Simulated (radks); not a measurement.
Correlation energies from several functionals, in hartree. Species: Ge29+ [He] 2s1; S+ [Ne] 3s2 3p3. All-electron calculation, non-relativistic Kohn-Sham, PBE, spin-polarised, spherical densities, point nucleus. Program: a radial shooting solver on a logarithmic mesh with Libxc functionals. Every spin shell is full or empty, so the densities are truly spherical. Functionals are evaluated on that one density, not self-consistently.

functional,Ge29+,S+
PW92,-0.33016,-1.1567
VWN5,-0.33099,-1.1627
Wigner,-0.11911,-0.69807
Chachiyo,-0.32715,-1.1333
PBEsol,-0.077832,-0.63551
LYP,-0.092971,-0.58857
PW91,-0.087177,-0.59624
AM05,-0.28915,-1.0479
TPSS,-0.057308,-0.54702
revTPSS,-0.059204,-0.56135
B95,-0.11759,-0.62982
